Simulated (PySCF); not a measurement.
Al(F)(Et)(NH2) (C2H7AlFN), SMILES C[CH2][Al]([NH2])[F].

Coordinates come from a B3LYP-D3(BJ)/def2-SVP optimisation. The structure was generated by enumeration; whether it is a known compound was not checked. The values are those of a single conformer.

These are PBE/def2-TZVP (PySCF) values and carry that method's errors.

Symmetry labels are those of the subgroup Cs that the program uses (full group Cs).

Question: List the valence orbital energies around the gap with their symmetry. (Estimate from the structure and the level; the computed values follow.)

Answer: 
```csv
orbital,symmetry,energy (eV)
HOMO−7,A',-10.05
HOMO−6,A',-9.56
HOMO−5,A',-9.06
HOMO−4,A",-8.99
HOMO−3,A',-8.71
HOMO−2,A",-8.31
HOMO−1,A',-6.67
HOMO,A",-6.10
LUMO,A',-0.85
LUMO+1,A",-0.36
LUMO+2,A',0.38
LUMO+3,A',0.78
```
